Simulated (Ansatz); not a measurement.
What each rung costs, and what it gives

Saddle point of CH7ClGe, closed shell (CH₅ClGe ([CH3][GeH2][Cl]) + H₂ → CH₆Ge ([CH3][GeH3]) + HCl; bonds formed: Ge1–H7, Cl2–H6; bonds broken: Ge1–Cl2, H6–H7), PBE0-D4/def2-TZVP structure:

```xyz
10
angstrom
Ge -0.2863 -0.6937 0.1133
Cl 2.0775 -0.3084 -1.0405
H -0.3964 -1.8516 -0.8730
H -1.0728 -1.0931 1.3970
C -0.6995 1.1383 -0.3317
H 1.5806 -0.7245 0.6285
H 1.0913 -0.9118 1.3267
H -1.7458 1.3423 -0.0960
H -0.0614 1.7944 0.2605
H -0.4874 1.3082 -1.3848
```

Barriers are electronic and count from the start structure reached by relaxing down the imaginary mode.

Program: Ansatz 0.2.0. Basis: as named in each row. Cores are frozen in the correlated methods. Filled d shells of the heavier atoms are correlated. The def2 sets are not built for correlating such inner shells, so the correlated values are less sure here. B3LYP uses VWN-RPA correlation. Extrapolation: Hartree–Fock as exp(−7.88 √X), correlation as X^−2.97.

Times are rough, for one single point on 4 threads of a shared host (Arm Neoverse V1).

The estimate by CCSD(T) at an estimated basis limit (MP2 extrapolated from triple and quadruple zeta, plus CCSD(T) − MP2 in triple zeta) is 221.4 kJ/mol.

```csv
method,basis,time (s),barrier (kJ/mol),method less estimate
HF,STO-3G,under 1,421.1,199.7
PBE-D4,STO-3G,under 1,307.4,86.0
SPW92,def2-SVP,under 1,163.5,-57.9
B3LYP-D4,6-31G,under 1,217.3,-4.1
PBE-D4,def2-SVP,under 1,187.3,-34.0
PBE0-D4,def2-SVP,1,202.5,-18.9
SPW92,def2-TZVPP,1,162.0,-59.4
PBE-D4,def2-TZVPP,2,188.6,-32.7
BLYP-D4,def2-TZVPP,2,200.2,-21.2
B3LYP-D4,def2-TZVPP,3,210.7,-10.7
BHLYP-D4,def2-TZVPP,3,226.1,4.7
CAM-B3LYP-D4,def2-TZVPP,3,217.6,-3.8
PBE0-D4,def2-TZVPP,3,202.9,-18.4
CCSD(T),def2-SVP,4,241.2,19.8
r2SCAN-D4,def2-TZVPP,4,202.3,-19.0
RPA on PBE,def2-TZVPP,4,228.3,6.9
r2SCAN0-D4,def2-TZVPP,5,211.3,-10.1
B2PLYP,def2-TZVPP,5,220.3,-1.0
PBE-QIDH,def2-TZVPP,5,218.3,-3.1
wB97M-V,def2-SVP,5,215.2,-6.2
wB97X-V,def2-TZVPP,7,222.1,0.7
wB97M-V,def2-TZVPP,8,217.4,-4.0
B97M-V,def2-TZVPP,9,210.6,-10.8
MP2,def2-QZVPP,19,224.2,2.8
CCSD(T),def2-TZVPP,110,226.9,5.6
```

All methods are single points on the PBE0-D4 structures.

The T1 diagnostic stays at or below 0.012.

Labels in which every atom is bracketed show which atoms are joined, not bond orders.
